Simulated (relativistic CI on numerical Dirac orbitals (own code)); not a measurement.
## Zn4+: L2,3 absorption edge

Computed with this model: Dirac-Coulomb-Breit CI, orbitals from a KLI potential per configuration, model QED (radiative potential, 1s self-energy scaled to tabulated hydrogen-like ionisation energies), valence Slater integrals scaled by 0.7, multiplet model of core-to-valence dipole absorption; configurations [Ar] 3d8 → [He] 2s2 2p5 3s2 3p6 3d9; 10 K; Lorentzian 0.24 eV and Gaussian 0.3 eV FWHM. Energies are those of the free ion, without screening or charge transfer. The branching ratio is the share of the lower-energy edge in the whole absorption, uncertain by about 0.02 where the edges overlap. S is read from ⟨S²⟩ = S(S + 1).

Field parameters in Wybourne normalisation: Oh B⁴₀ = 21Dq, B⁴₄ = √(5/14) B⁴₀. The field is a parameter set, without covalency.

Peaks in eV (height, largest 100): 1018.6 (100), 1021.1 (23), 1042.3 (24), 1043.5 (25).

(1) Which surroundings give this spectrum?
A. Oh, 10Dq = 11300 cm⁻¹
B. Oh, 10Dq = 17550 cm⁻¹
C. free ion
D. Oh, 10Dq = 30150 cm⁻¹

## Answers

(1) B. Oh, 10Dq = 17550 cm⁻¹, where the ground state has S = 1.00.
